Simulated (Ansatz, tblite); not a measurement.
Removing and adding an electron: Si₁₁AsH₂₂. Charge 0, multiplicity 2. Geometry: r2SCAN-D4/def2-SVP. Ansatz, gas phase; energy differences of separate SCF runs; the oxidised species is a singlet (the triplet lies 1.87 eV higher at PBE0-D4/def2-TZVP); the reduced species is a singlet (the triplet lies 1.61 eV higher at PBE0-D4/def2-TZVP).

```xyz
34

Si   -2.755    1.016   -1.833
Si    0.585    2.358    0.778
Si   -3.762   -2.340   -0.300
Si    1.405   -0.950    2.598
As    0.564   -1.090   -1.076
Si    4.158    1.584    1.902
Si   -4.313   -0.742   -1.927
Si    0.078    0.069    0.948
Si   -0.608    0.371   -2.552
Si    2.859    2.613    0.235
Si   -1.584   -3.017   -0.808
Si    3.666   -0.712    2.000
H    -2.696    1.560   -0.439
H    -3.186    2.132   -2.739
H     0.332    3.017    2.101
H    -0.282    3.019   -0.248
H    -3.766   -1.675    1.043
H    -4.782   -3.442   -0.274
H     1.181   -0.278    3.920
H     1.022   -2.394    2.724
H     1.942   -0.374   -1.263
H     3.805    2.199    3.222
H     5.617    1.812    1.653
H    -5.696   -0.196   -1.734
H    -4.242   -1.370   -3.287
H    -1.375   -0.158    1.238
H     0.238    1.587   -2.769
H    -0.734   -0.344   -3.862
H     3.196    4.070    0.139
H     3.142    1.978   -1.090
H    -0.956   -3.923    0.204
H    -1.502   -3.645   -2.164
H     4.546   -1.397    3.000
H     3.899   -1.338    0.659
```

The xTB rows come from tblite. HSE06 is defined as in plane-wave codes, on full-range PBE exchange. Single mean-field runs in def2-TZVP are fitted with def2-universal-jkfit.

Q: Estimate orbital energies and vertical ionisation energies and electron affinities at: GFN1-xTB; GFN2-xTB; PBE-D4/def2-TZVP; PBE0-D4/def2-TZVP; HSE06-D4/def2-TZVP.

A: 
```csv
level,−HOMO (eV),vertical IE (eV),−LUMO (eV),vertical EA (eV),HOMO–LUMO gap (eV),IE − EA (eV),remarks
GFN1-xTB,–,11.19,–,–,–,–,–
GFN2-xTB,–,9.70,–,5.64,–,4.06,–
PBE-D4/def2-TZVP,4.47,6.56,3.56,1.82,0.91,4.75,HOMO above zero (-1 singlet)
PBE0-D4/def2-TZVP,5.31,6.67,2.74,1.68,2.58,4.98,–
HSE06-D4/def2-TZVP,4.94,6.66,3.11,1.70,1.84,4.96,–
```

   A HOMO above zero means that the electron is unbound at that level or that self-interaction error raises the level; the energy of removing that electron tells which. HOMO and LUMO are the levels of the spin that leaves or enters (xTB has no such levels and no spin-polarisation term). Other spin states of the ions may lie lower, which would lower the ionisation energy or raise the affinity. Raw xTB energy differences between charge states are shifted by several eV; the methods need an empirical correction for them. Sets without diffuse functions give affinities that are too small.
